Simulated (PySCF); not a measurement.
Compound: C5H13AsGe.
Atom-mapped SMILES: `[AsH2:1][GeH2:2][CH:3]1[CH2:4][CH2:5][CH2:6][CH2:7]1` (hydrogens: H8, H9 on As1; H10, H11 on Ge2; H12 on C3; H13, H14 on C4; H15, H16 on C5; H17, H18 on C6; H19, H20 on C7)

Geometry (PBE0-D3(BJ)/def2-SVP, Å), atoms numbered from 1 in this order:
```xyz
20
C5H13AsGe angstrom
As     2.7415   -0.3253    0.9833
Ge     1.4226   -0.9910   -0.9486
C     -0.4731   -0.4891   -0.8113
C     -1.2099   -1.1471    0.3689
C     -2.3051   -0.1450    0.7255
C     -1.5861    1.1944    0.5942
C     -0.7123    1.0368   -0.6593
H      1.6940   -0.8383    1.9683
H      2.1425    1.0799    0.9912
H      2.0646   -0.3216   -2.1838
H      1.5715   -2.5220   -1.0937
H     -0.9285   -0.8362   -1.7538
H     -0.5377   -1.2635    1.2376
H     -1.5884   -2.1508    0.1229
H     -3.1269   -0.2082   -0.0090
H     -2.7420   -0.3119    1.7222
H     -0.9454    1.3493    1.4787
H     -2.2677    2.0563    0.5349
H      0.2191    1.6199   -0.5723
H     -1.2326    1.4240   -1.5493
```

Theory: TDDFT B3LYP/def2-SVPD, vertical, gas phase, core orbitals frozen in the response (PySCF 2.14.0, density-fitted response routines). Relativistic effects, spin–orbit coupling among them, are left out although an element past zinc is present.

Transition dipole moments from the ground state, in atomic units and in the frame of the coordinates above (overall signs are arbitrary), for the states with f of 0.002 or more among the lowest 7:

| state | E (eV) | μx | μy | μz |
| --- | --- | --- | --- | --- |
| S1 | 6.029 | 0.789 | -0.018 | 0.297 |
| S2 | 6.134 | -0.091 | -0.254 | 0.064 |
| S3 | 6.209 | 0.555 | 0.151 | 0.658 |
| S4 | 6.691 | -0.610 | 0.008 | -0.249 |
| S5 | 6.939 | 0.010 | 0.126 | 0.255 |
| S6 | 7.040 | -0.085 | -0.298 | -0.569 |
| S7 | 7.159 | -0.439 | 0.170 | 0.123 |

Task: Work out the oscillator strengths.

Result: f = (2/3) ΔE |μ|² with ΔE in hartree (27.2114 eV).

```csv
state,|μ|² (au),|μ| (D),f
S1,0.711,2.14,0.105
S2,0.077,0.70,0.012
S3,0.764,2.22,0.116
S4,0.434,1.67,0.071
S5,0.081,0.72,0.014
S6,0.419,1.65,0.072
S7,0.237,1.24,0.042
```

Task: Which bond between heavy atoms lies closest to the direction of the S3 transition dipole?

Result: As1–Ge2, at 8° from it; next Ge2–C3 at 59°.

Task: What angle do the transition dipoles of S4 and S5 make?

Result: |cos θ| = |μa·μb| / (|μa| |μb|) = 0.36, so θ ≈ 69° (taken between 0 and 90°, since the signs are arbitrary).

Task: What peak molar absorption coefficient would the strongest computed level give as a lone Gaussian band 0.5 eV wide at half height?

Result: ε(max) = 2.175×10⁸ f / FWHM, with the width in cm⁻¹. S3: 2.175×10⁸ × 0.1162 / 4033 ≈ 6300 L mol⁻¹ cm⁻¹.

The vertical ionisation energy (ΔSCF) is 8.92 eV, 1.77 eV above S7.

One conformer stands for the species.
